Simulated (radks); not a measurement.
Results of a calculation; reference values are marked as such.
Spherical quantum dot in the effective-mass picture: electrons in a parabolic well V = omega^2 r^2 / 2 with omega = 1.15, all in effective atomic units (hartree* = m*/eps^2 hartree, bohr* = eps/m* bohr), one dielectric constant everywhere. Level of theory: non-relativistic Kohn-Sham, LDA (Slater exchange, Perdew-Wang correlation), spin-polarised, spherical densities (a radial shooting solver with Libxc functionals). Levels are named by radial order and angular momentum (1s, 1p, 1d, 2s, ...), and open shells are averaged over m.

N = 19, configuration 1s2 1p6 1d10 2s(up 1, down 0). This is the lowest configuration that the search found. Occupied and some empty levels:

level    occupation  eigenvalue (hartree*)  <r> (bohr*)
1s up             1                 10.916        1.508
1s down           1                 10.945        1.533
1p up             3                 11.482        1.904
1p down           3                 11.494        1.908
1d up             5                 12.112        2.177
1d down           5                 12.122        2.176
2s up             1                 12.230        1.890
2s down           0                 12.274        1.895
1f up             0                 12.805        2.393
1f down           0                 12.816        2.391
2p up             0                 13.007        2.129
2p down           0                 13.031        2.139
1g up             0                 13.553        2.576
1g down           0                 13.565        2.575

Energy (hartree*): total 146.353, kinetic 19.318, external 55.442, Hartree 80.634, exchange-correlation -9.0410.

Electron density:

r (bohr*)  n(r) (e/bohr*^3)
0.190                0.2891
0.401                0.2778
0.612                0.2667
0.823                0.2630
1.03                 0.2696
1.25                 0.2822
1.46                 0.2916
1.67                 0.2877
1.88                 0.2644
2.09                 0.2224
2.30                 0.1692
2.51                 0.1153
2.72                0.06997
2.93                0.03760
3.15                0.01778
3.36               0.007443
3.57               0.002750
3.78              0.0008968
3.99              0.0002584
4.20             0.00006607
